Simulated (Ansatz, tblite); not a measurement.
Forces on VSCl3 at its PBE0-D4/def2-SVP geometry. Total charge 0; singlet.

The xTB rows come from tblite. The restricted singlet is unstable towards broken spin symmetry at other levels; at r2SCAN-D4/def2-TZVP this wasn't settled. The geometry of the singlet was relaxed on an unsound state (restricted singlet, unstable towards broken spin symmetry at other levels and untested here).

GFN1-xTB (tblite), largest force 1.66 eV/Å:

```xyz
5
positions Å, forces eV/Å
V    -0.005    0.001   -0.003    1.349   -0.145    0.862
S    -1.656    0.178   -1.058   -1.391    0.149   -0.889
Cl    1.545    1.035   -1.013   -0.023   -0.043    0.060
Cl    0.460   -2.061    0.164    0.017    0.074    0.016
Cl   -0.344    0.847    1.910    0.048   -0.036   -0.050
```

GFN2-xTB (tblite), largest force 2.92 eV/Å:

```
V 2.449 -0.263 1.565
S -1.426 0.153 -0.911
Cl -0.933 -0.618 0.599
Cl -0.285 1.233 -0.105
Cl 0.195 -0.505 -1.148
```

r2SCAN-D4/def2-TZVP (Ansatz), largest force 1.01 eV/Å:

```
V 0.543 -0.059 0.348
S -0.847 0.091 -0.542
Cl 0.235 0.137 -0.120
Cl 0.089 -0.281 0.039
Cl -0.020 0.112 0.274
```
